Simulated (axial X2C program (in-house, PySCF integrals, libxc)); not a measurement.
What spin–orbit coupling does to FeN

All values were computed with an axial X2C code built on PySCF integrals. Spin-free means the one-electron spin-free X2C Hamiltonian; two-component (2c) means X2C with spin–orbit coupling and atomic mean-field two-electron Coulomb and Gaunt terms, so the difference of the two also holds small scalar two-electron terms. Basis: Fe dyall-v2z [7s8p4d2f], N dyall-v2z [6s5p1d] (cores contracted in-house); Gaussian nuclei, density fitting, unrestricted open shells. Masses: Fe 55.935 u, N 14.003 u.

Spin-free state: M_S = 5/2, Λ = 0 (beyond evenly filled blocks: σα, π+α, π-α, δ+α, δ-α); fragments Fe + N.

```csv
level,Re (Å),ωe (cm⁻¹),De (eV),μ (D)
PBE0,1.598,851.0,2.286,-4.05
B3LYP,1.612,831.4,2.384,-4.07
```

Dipoles are positive if N is the positive end.

Two-component determinant lowest at the distance of the search:

Ω = 5/2 (⟨Sz⟩ = 2.50, ⟨Lz⟩ = 0.00 at PBE0); fragments Fe + N.

```csv
level,Re (Å),ωe (cm⁻¹),μ (D)
PBE0,1.598,849.8,-4.05
B3LYP,1.612,829.7,-4.07
```

(1) From the two tables, how do the constants change at the PBE0 level (2c against spin-free)?

The state is one determinant whose occupation by symmetry is held fixed; it was picked as the lowest of a PBE0 search that is not exhaustive. Dissociation energies refer to the lowest single-determinant-based atoms at the same level and basis. De is not given where an atomic determinant may have missed its ground term or J level, or where the truncated virtual space spoils (T). Density functionals use the spin component along the axis (collinear). PBE0 can misorder states that lie within some tenths of an eV, so this need not be the ground state of the molecule. The nearest other spin-free determinant of the search, M_S = 3/2, Λ = 1, lies 0.41 eV up at the distance of the search. Without a current term, density functionals place determinants with orbital angular momentum somewhat too high. With several unpaired electrons one determinant need not be a pure state. Some points did not converge and are left out. This is the top spin component of a Σ state; components of lower Ω are not single determinants and can lie lower. The determinant is spin-polarised beyond a pure state at some levels (its spin-free form has ⟨S²⟩ too high), which makes Re and μ there less reliable.

Answers

(1) At the PBE0 level Re is unchanged within 0.001 Å and ωe goes down by 1.2 cm⁻¹.
